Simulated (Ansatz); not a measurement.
Ideal-gas functions of `[NH2][Ti]([OH])([OH])[F]` at 600 K and 1 bar, from an Ansatz frequency run at PBE0-D4/def2-TZVP.

Molar mass 116.9 g/mol, point group C1 (symmetry number 1), electronic degeneracy 1, moments of inertia 153.196, 158.365, 164.669 u Å². Harmonic wavenumbers (cm⁻¹, unscaled): 128, 163, 176, 196, 203, 232, 252, 289, 372, 392, 424, 542, 695, 743, 778, 809, 1522, 3571, 3677, 3938, 3944.

Use S(trans) = R[1.5 ln M + 2.5 ln T − 1.1517]; rotational temperatures θ = 24.2544 K / I; S(rot) = R[ln(√π/σ · √(T³/θAθBθC)) + 1.5]; for each mode x = 1.438777 ν̃/T, S = R[x/(eˣ − 1) − ln(1 − e⁻ˣ)] and H = RT x/(eˣ − 1); 1 cm⁻¹ = 0.0119627 kJ/mol; R = 8.31446 J/(mol·K).

**Question.** By hand: the entropy, in J/(mol·K).

**Answer.** Translation 182.8. Rotation: θ = 0.1583, 0.1532, 0.1473 K, giving 120.4. Vibration, mode by mode: 18.17, 16.18, 15.55, 14.67, 14.38, 13.30, 12.63, 11.53, 9.53, 9.13, 8.53, 6.70, 4.97, 4.53, 4.24, 4.00, 1.03, 0.02, 0.01, 0.01, 0.01, in all 169.1. Electronic 0.0. Sum 472.3 J/(mol·K).

**Question.** By hand: H − E and G − E in kJ/mol, counted from the electronic energy.

**Answer.** Zero-point energy ½ × 23046 × 0.0119627 = 137.8; thermal vibration 49.9; translation, rotation and pV give 4 RT = 20.0. H − E = 207.7 kJ/mol, and G − E = 207.7 − 600 × 472.3/1000 = -75.7 kJ/mol.

Vibration gives 36 % of the entropy, 18.2 J/(mol·K) of it from the mode under 150 cm⁻¹: soft modes count most, and the harmonic formula is weakest for them. The sum counts one conformer and one mirror image; others add a mixing term.
